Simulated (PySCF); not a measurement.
Te(SMe)(OSiH3) (CH6OSSiTe), SMILES CS[Te]O[SiH3].

Geometry optimised at r2SCAN-D4/def2-SVP. This is a generated structure with no PubChem entry under its InChIKey; it may be hypothetical. The def2 effective core potentials stand for the cores of Te; spin–orbit coupling is left out. One conformer was computed; it need not be the lowest.

The numbers are results of PBE/def2-TZVP (PySCF), not measurements.

The molecule is in vacuum.

Computed frontier levels, gap, dipole moment and polarisability:
```
Property                                                                                                         Value
---------------------------------------------------------------------------------------------  -----------------------
highest occupied level                                                                                        -5.36 eV
lowest empty level                                                                                            -2.73 eV
orbital gap                                                                                                    2.63 eV
dipole moment                                                                                                   1.79 D
quadrupole, principal values (traceless, Buckingham form, about the centre of nuclear charge)    -8.00, 0.35, 7.66 D·Å
mean static polarisability                                                                      104.9 bohr³ (15.55 Å³)
polarisability, principal values                                                               81.4, 97.0, 136.4 bohr³
```
